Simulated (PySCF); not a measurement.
C3H9ClOSi, SMILES C[Si@](CC)(Cl)O.

Geometry: B3LYP-D3(BJ)/def2-SVP. The structure was generated by enumeration; whether it is a known compound was not checked. One conformer was computed; it need not be the lowest.

Two levels are set side by side: TDA-PBE/def2-SVPD (PySCF) and TDA-CAM-B3LYP/def2-SVPD (PySCF). Vertical, same geometry. The lowest singlet is HOMO→LUMO 99 % with PBE and HOMO→LUMO 86 % with the other functional; states are paired by order. Differences are taken from unrounded values.

```
quantity                              TDA-CAM-B3LYP  TDA-PBE  TDA-PBE minus TDA-CAM-B3LYP
------------------------------------  -------------  -------  ---------------------------
lowest singlet excitation (eV)                 7.54     6.36                        -1.18
lowest triplet excitation (TDA) (eV)           7.30     6.23                        -1.07
```

A lower first singlet is the usual sign of a functional without exact exchange. Differences between two approximate levels are no errors against the true value.

Rough cost on one machine, each run with all the roots and properties that it gave: TDA-CAM-B3LYP against TDA-PBE about 5 times.
